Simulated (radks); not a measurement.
The numbers below are computed, except where a source is named.
Removal energies from the palladium ion Pd6+, [Kr] 4d4, by Delta-SCF beside the eigenvalue of the level emptied. Code: a radial shooting solver on a logarithmic mesh with Libxc functionals. Model: scalar-relativistic Kohn-Sham, PBEsol, spin-polarised, spherical densities, finite nucleus; Fermi nuclear charge, rms radius of each element as measured or else 0.836 A^(1/3) + 0.57 fm. Open shells are filled with parallel spins first.

removed from,final configuration,Delta-SCF (eV),-eigenvalue (eV)
4d,[Kr] 4d3,102.61,93.477
4p,[Ar] 3d10 4s2 4p5 4d4,152.28,142.41
4s,[Ar] 3d10 4s1 4p6 4d4,188.58,178.18
3d,[Ar] 3d9 4s2 4p6 4d4,448.08,425.53
